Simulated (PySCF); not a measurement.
F$_{2}$Y (SMILES [F][Y][F]), doublet, at a GFN2-xTB geometry (such geometries of metal compounds can be far from the true shape) (the multiplicity is a formal guess) (core potentials on Y), with bond 3-1 at 1.3 times its length.

PySCF was given this input:
```python
from pyscf import gto, scf, dft

mol = gto.M(
    atom='''
Y     0.450161    0.267329    0.105534
F    -1.350476    0.495460   -1.350794
F    -0.915336   -2.230251    1.129864
''',
    basis='def2-sv(p)',
    ecp={'Y': 'def2-sv(p)'},
    charge=0,
    spin=1,
    verbose=4,
)

mf = dft.UKS(mol)
mf.xc = 'b3lyp'
mf.kernel()
```

Q: Give the number of basis functions at the level B3LYP/def2-SV(P) (PySCF).

A: 52

Q: Predict the total energy from B3LYP/def2-SV(P).

A: -237.8157 Eh

Q: What Mulliken (on the basis functions themselves) charges in atom order does B3LYP/def2-SV(P) give?

A: Y1 0.93, F2 -0.44, F3 -0.49

Q: Predict the nuclear repulsion energy from B3LYP/def2-SV(P).

A: 51.3801 Eh

Q: Give the dipole moment at the level B3LYP/def2-SV(P).

A: 9.53 D

These values belong to the state on which the SCF converged, which isn't shown to be the lowest.
